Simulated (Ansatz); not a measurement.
Isolated molecules relaxed with PBE0-D4/def2-TZVP in Ansatz; ΔE leaves out vibrations. CCSD(T)/CBS is the MP2 limit (def2-TZVPP, def2-QZVPP) plus CCSD(T) − MP2 in def2-TZVPP, frozen cores. Functionals use def2-TZVPP. One conformer a species, not always the lowest.

Consider the isomerisation: `CNC(=O)[SiH2]Cl` → `N[SiH](C=O)CCl`.

`CNC(=O)[SiH2]Cl`:

Cartesian coordinates in Å:
```
C 0.917 -0.418 1.812
N 0.234 -0.477 0.542
C -0.035 0.613 -0.198
O 0.261 1.758 0.111
Si -0.941 0.445 -1.863
Cl -1.383 -1.537 -2.266
H 1.845 -0.993 1.785
H 1.151 0.626 2.014
H 0.284 -0.803 2.616
H -0.062 -1.369 0.180
H -2.209 1.201 -1.795
H -0.063 0.954 -2.937
```

`N[SiH](C=O)CCl`:

```xyz
12

N     1.458   -0.271   -1.015
Si    0.323    0.402    0.058
C    -1.219    0.685   -1.060
O    -1.156    0.429   -2.239
C    -0.186   -0.763    1.449
Cl   -1.444    0.069    2.413
H     2.454   -0.231   -0.895
H     1.179   -0.357   -1.981
H     0.742    1.672    0.709
H    -2.174    1.066   -0.635
H    -0.613   -1.694    1.075
H     0.637   -1.007    2.122
```

```tsv
level	ΔE (kJ/mol)	difference from CCSD(T)/CBS
r2SCAN-D4	120.2	21.3
ωB97X-V	109.1	10.2
B2PLYP	110.1	11.2
r2SCAN	120.5	21.6
PBE0	118.3	19.4
MP2/def2-TZVPP	105.8	6.9
HF/def2-QZVPP	105.0	6.1
MP2/def2-QZVPP	104.7	5.8
SCS-MP2/def2-QZVPP	100.2	1.3
MP2/CBS(def2)	104.3	5.4
CCSD(T)/CBS	98.9	0
```

Largest T1 diagnostic among the species: 0.015.

From PBE to PBE0 (25 % exact exchange), in def2-TZVPP and without D4, ΔE moves by −3.7 kJ/mol.
